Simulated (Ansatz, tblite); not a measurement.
Cost and result up the ladder for Si(vinyl)2F2 (C₄H₆F₂Si) (13 atoms). Total charge 0; singlet. Geometry: r2SCAN-D4/def2-SVP.

```xyz
13

Si    0.009    0.628   -0.030
C     1.511   -0.398   -0.352
C     2.195   -0.307   -1.504
H     1.856   -1.109    0.412
H     1.889    0.388   -2.295
H     3.085   -0.915   -1.705
C    -1.532   -0.303    0.377
C    -2.196   -0.102    1.528
H    -1.919   -1.051   -0.330
H    -1.850    0.633    2.264
H    -3.108   -0.656    1.781
F    -0.214    1.547   -1.350
F     0.273    1.647    1.205
```

Ansatz on 4 threads of Intel Xeon on a shared host; xTB runs through tblite on one thread. Times are rough, summed over both states, and most runs start from the orbitals of an earlier one. PBE0-D4/def2-TZVP serves as the yardstick here, not as an exact answer. The other state is a triplet.

The xTB rows come from tblite.

xTB has no spin-polarisation term.

```csv
level,functions,wall time,vertical triplet (eV),difference from PBE0-D4/def2-TZVP (eV)
GFN2-xTB,39,0.042 s,4.22,0.19
GFN1-xTB,45,0.048 s,4.24,0.21
PBE-D4/def2-TZVP (with forces),259,19 s,4.20,0.17
r2SCAN-D4/def2-TZVP,259,28 s,3.91,-0.12
PBE0-D4/def2-TZVP,259,38 s,4.03,0.00
```
